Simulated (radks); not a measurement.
The numbers below are computed, except where a source is named.
Problem. These are the eigenvalues of the occupied orbitals of an atom or ion with whole-number occupations (hartree). Level of theory: scalar-relativistic Kohn-Sham, exchange-only B88, spin-unpolarised, spherical densities, finite nucleus; Fermi nuclear charge, rms radius of each element as measured or else 0.836 A^(1/3) + 0.57 fm (a radial shooting solver on a logarithmic mesh with Libxc functionals).

1s: -180.9403
2s: -21.72691
2p: -18.32368
3s: -4.13499
3p: -3.23705

Which element is it, and in what charge state? The configuration may be excited.

Solution. Z = 22, titanium, charge +4: Ti4+ in [Ar]. The list shows which subshells hold electrons but not how many an open one holds; the 1s level, -180.94 hartree, gives Z - s = 19.0 by -(Z - s)^2/2, which with screening and relativity narrows Z to a few neighbours, and the depths of the outer levels then fix element, charge and occupations together.
